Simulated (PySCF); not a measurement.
F4S, SMILES FS(F)(F)F. Atoms are numbered in the order given.

```xyz
5

F      1.2335     0.0000     0.6222
S      0.0000     0.0000    -0.3903
F      0.0000    -1.6679    -0.2753
F      0.0000     1.6679    -0.2753
F     -1.2335     0.0000     0.6222
```
Charge 0, spin multiplicity 1.

Coordinates come from a TPSSh-D3(BJ)/def2-SVP optimisation.

These are TDA-B3LYP/def2-SVPD (PySCF) values and carry that method's errors.

Vertical excitations. Gas-phase values at a fixed geometry. State labels are in the subgroup C2v.

**Question.** Give excitation energies, oscillator strengths and character. (The exact figures need the calculation; the answer reports its results.)

**Answer.** 
```json
[
 {"state": "S1", "symmetry": "B1", "energy (eV)": "6.40", "λ (nm)": "194", "f": "0.049", "main pairs": "HOMO→LUMO 96 %"},
 {"state": "S2", "symmetry": "A2", "energy (eV)": "7.48", "λ (nm)": "166", "f": "0.000", "main pairs": "HOMO−2→LUMO 100 %"},
 {"state": "S3", "symmetry": "B2", "energy (eV)": "7.52", "λ (nm)": "165", "f": "0.010", "main pairs": "HOMO−1→LUMO 95 %"},
 {"state": "S4", "symmetry": "A1", "energy (eV)": "7.62", "λ (nm)": "163", "f": "0.038", "main pairs": "HOMO→LUMO+1 97 %"},
 {"state": "S5", "symmetry": "B1", "energy (eV)": "8.08", "λ (nm)": "153", "f": "0.003", "main pairs": "HOMO−4→LUMO 99 %"},
 {"state": "S6", "symmetry": "A1", "energy (eV)": "8.22", "λ (nm)": "151", "f": "0.000", "main pairs": "HOMO−3→LUMO 90 %"},
 {"state": "S7", "symmetry": "A2", "energy (eV)": "9.01", "λ (nm)": "138", "f": "0.000", "main pairs": "HOMO−1→LUMO+1 95 %"},
 {"state": "S8", "symmetry": "A1", "energy (eV)": "9.17", "λ (nm)": "135", "f": "0.011", "main pairs": "HOMO−5→LUMO 97 %"},
 {"state": "S9", "symmetry": "B2", "energy (eV)": "9.21", "λ (nm)": "135", "f": "0.009", "main pairs": "HOMO−2→LUMO+1 75 %, HOMO→LUMO+2 21 %"},
 {"state": "S10", "symmetry": "A2", "energy (eV)": "9.37", "λ (nm)": "132", "f": "0.000", "main pairs": "HOMO−6→LUMO 96 %"},
 {"state": "T1", "symmetry": "B1", "energy (eV)": "4.67", "λ (nm)": "265", "f": "0", "main pairs": "HOMO→LUMO 97 %"},
 {"state": "T2", "symmetry": "B2", "energy (eV)": "7.00", "λ (nm)": "177", "f": "0", "main pairs": "HOMO−1→LUMO 98 %"},
 {"state": "T3", "symmetry": "A1", "energy (eV)": "7.02", "λ (nm)": "177", "f": "0", "main pairs": "HOMO→LUMO+1 97 %"},
 {"state": "T4", "symmetry": "A2", "energy (eV)": "7.25", "λ (nm)": "171", "f": "0", "main pairs": "HOMO−2→LUMO 96 %"}
]
```
Triplets are in the Tamm–Dancoff approximation.
